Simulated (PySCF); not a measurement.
Heteronuclear NMR

Bonds (- single, = double, # triple, : aromatic): C1-Si2, Si2-C3, Si2-C4, Si2-O5, O5-C6, C6:C7, C7:C8, C8:C9, C9:O10, O10:C6. C1 carries H11, H12, H13; C3 carries H14, H15, H16; C4 carries H17, H18, H19; C7 carries H20; C8 carries H21; C9 carries H22.

[PySCF 2.14.0 with density-fitted response routines: structure optimised with GFN2-xTB; PBE0/pcSseg-1 with gauge-including orbitals; single conformer; non-relativistic Hamiltonian; in vacuum; rapidly exchanging positions averaged]

Task: What are the ²⁹Si shifts?

Result: 
```
atoms               environment  σ (ppm)  δ (ppm)
  Si2  silicon bonded to 3 C, O    329.0      9.5
```

Shieldings were converted by a linear fit to measured shifts: ²⁹Si (scatter 8.9 ppm rms, 25.8 ppm with the 6 outliers that the fit left out vs TMS, solution or neat liquid). A few per cent of atoms miss by over 2 rms, more outside the fitted compound classes.

On a 600 MHz spectrometer ²⁹Si resonates near 119.2 MHz, so 1 ppm is 119.2 Hz.

Task: Where does ¹⁷O resonate?

Result: 
```csv
atoms,environment,σ (ppm),δ (ppm)
O10,aromatic ring oxygen,50.8,220.4
O5,"oxygen bonded to C, Si",213.2,72.5
```

Shieldings were converted by a linear fit to measured shifts: ¹⁷O: δ = 266.70 − 0.911σ (rms 10.7 ppm, 155 shifts, 12.2 ppm with the 3 outliers that the fit left out vs liquid water, solution or neat liquid). A few per cent of atoms miss by over 2 rms, more outside the fitted compound classes.

On a 300 MHz spectrometer ¹⁷O resonates near 40.7 MHz, so 1 ppm is 40.7 Hz.
